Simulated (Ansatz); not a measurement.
Gas-phase reaction in SMILES: S[Si](S)(Cl)Cl + 4 [H][H] (H2) -> 2 Cl (HCl) + 2 S (H2S) + [SiH4] (SiH4)
Structures are relaxed separately at B3LYP-D3(BJ)/def2-TZVP in Ansatz (a quantum-chemistry and plane-wave program), one conformer each, not searched for the lowest.

Quantity: energy of full hydrogenation (electronic energy difference), in kJ/mol. Valence correlation only, unless marked. Spin-orbit coupling is left out. No relativistic terms. CBS marks a two-point X^-3 extrapolation of the correlation energy; Hartree-Fock from the larger set.

CCSD(T)/CBS(cc-pV(T+d)Z,cc-pV(Q+d)Z) (Ansatz) gives 237.7 kJ/mol.

Another calculation gave 224.0 kJ/mol. Which level was it?
A) B3LYP/def2-TZVPD (Ansatz)
B) B2GP-PLYP/def2-TZVPD (Ansatz)
C) r2SCANh/def2-TZVPD (Ansatz)
D) HSE06/def2-TZVPD (Ansatz)

B, B2GP-PLYP/def2-TZVPD (Ansatz). The others give 186.4 (B3LYP), 242.2 (r2SCANh), 213.2 (HSE06) kJ/mol.
